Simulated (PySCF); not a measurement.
Molecule: `O[Si](C)(C)O`, C2H8O2Si.

Geometry (Å), atoms numbered from 1 in this order:
```xyz
13

C    -1.487    0.593    0.112
Si    0.099   -0.375   -0.122
C     1.596    0.715    0.027
O     0.133   -1.626    0.989
O     0.184   -1.064   -1.635
H    -1.531    1.075    1.102
H    -2.376   -0.050    0.007
H    -1.564    1.388   -0.647
H     1.623    1.455   -0.788
H     2.514    0.112   -0.031
H     1.602    1.259    0.985
H    -0.517   -1.584    1.694
H    -0.284   -1.899   -1.730
```

Geometry PBE0-D3(BJ)/def2-SVP throughout; GIAO in PySCF 2.14.0 with density-fitted response routines, gas phase, one conformer, non-relativistic; equivalent atoms averaged; basis pcSseg-2.

For orientation, WP04 gives these absolute shieldings σ: C1/C3 172.4, Si2 337.6, O4/O5 267.7, H12/H13 30.40, H6/H7/H8/H9/H10/H11 31.50 ppm.

A run gave: C1/C3 182.6, Si2 341.5, O4/O5 255.5, H12/H13 30.10, H6/H7/H8/H9/H10/H11 31.09 ppm (absolute shieldings σ).

Task: Which functional was used in that run?
A. BP86
B. BLYP
C. B3LYP
D. KT2

Result: D. Si2 tells them apart best: KT2 gives 341.5, BLYP gives 309.0, BP86 gives 315.9, B3LYP gives 323.7 ppm.
